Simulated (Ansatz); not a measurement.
Gas-phase electronic energies from Ansatz, PBE0-D4/def2-TZVP geometries. CCSD(T)/CBS is the MP2 limit (def2-TZVPP, def2-QZVPP) plus CCSD(T) − MP2 in def2-TZVPP, frozen cores. DFT in def2-TZVPP. B3LYP here is the variant with VWN-RPA as its local correlation; programs differ in this. HSE06 is defined as in plane-wave codes. def2 core potentials past Kr. For Te outer-core shells are correlated without core-valence functions, which leaves a few kJ/mol of doubt a bond. Each species was taken in one conformer, which may not be the lowest.

Reaction (formal exchange of groups at a C–Si bond): `C[SiH](C)[TeH]` + `O[BH][AlH][F]` → `[CH3][Al]([F])[BH]O` + `C[SiH2][TeH]`

```
             level  ΔE (kJ/mol)  difference from CCSD(T)/CBS
       LDA (SPW92)         -4.5                         -3.2
            PBE-D4         -4.2                         -2.9
         revPBE-D4         -0.4                          0.9
           BLYP-D4         -3.1                         -1.8
            B97M-V          4.9                          6.2
           PBE0-D4         -2.5                         -1.2
          B3LYP-D4         -2.5                         -1.2
        r2SCANh-D4         -4.0                         -2.7
        r2SCAN0-D4         -3.2                         -1.9
          HSE06-D4         -2.7                         -1.4
          BHLYP-D4         -0.8                          0.5
      CAM-B3LYP-D4         -2.7                         -1.4
           ωB97X-V         -1.5                         -0.2
           ωB97M-V         -2.4                         -1.1
            B2PLYP         -5.1                         -3.8
          PBE-QIDH         -2.0                         -0.7
               PBE         -7.6                         -6.3
            revPBE         -8.8                         -7.5
              BLYP        -10.3                         -9.0
            r2SCAN         -5.4                         -4.1
             B3LYP         -8.1                         -6.8
           r2SCANh         -4.9                         -3.6
             HSE06         -5.6                         -4.3
             BHLYP         -5.3                         -4.0
         CAM-B3LYP         -5.9                         -4.6
           LC-ωPBE         -3.8                         -2.5
RPA@PBE/def2-TZVPP         -1.5                         -0.2
       HF/def2-SVP         -4.1                         -2.8
      MP2/def2-SVP         -2.1                         -0.8
  CCSD(T)/def2-SVP         -3.7                         -2.4
     HF/def2-TZVPP         -2.0                         -0.7
    MP2/def2-TZVPP         -0.1                          1.2
SCS-MP2/def2-TZVPP         -0.6                          0.7
   CCSD/def2-TZVPP         -2.4                         -1.1
CCSD(T)/def2-TZVPP         -2.3                         -1.0
     HF/def2-QZVPP         -1.9                         -0.6
    MP2/def2-QZVPP          0.6                          1.9
SCS-MP2/def2-QZVPP          0.0                          1.3
      HF/CBS(def2)         -1.8                         -0.5
     MP2/CBS(def2)          1.0                          2.3
       CCSD(T)/CBS         -1.3                            0
```

Largest T1 diagnostic among the species: 0.014.

The D4 term adds +5.6 kJ/mol with B3LYP and +3.1 kJ/mol with PBE0; it sums over pairs of atoms, weighted by their polarisabilities, and B3LYP, whose exchange is more repulsive, gets the larger term. Leaving LDA and LC-ωPBE aside and taking each functional with its dispersion term where it has one, the values spread over 9.9 kJ/mol, from B2PLYP to B97M-V. LDA lies +3.1 kJ/mol from PBE without D4.

CCSD(T)/CBS has its own doubt, a few kJ/mol and more with outer-core shells, so smaller differences from it don't rank the levels.
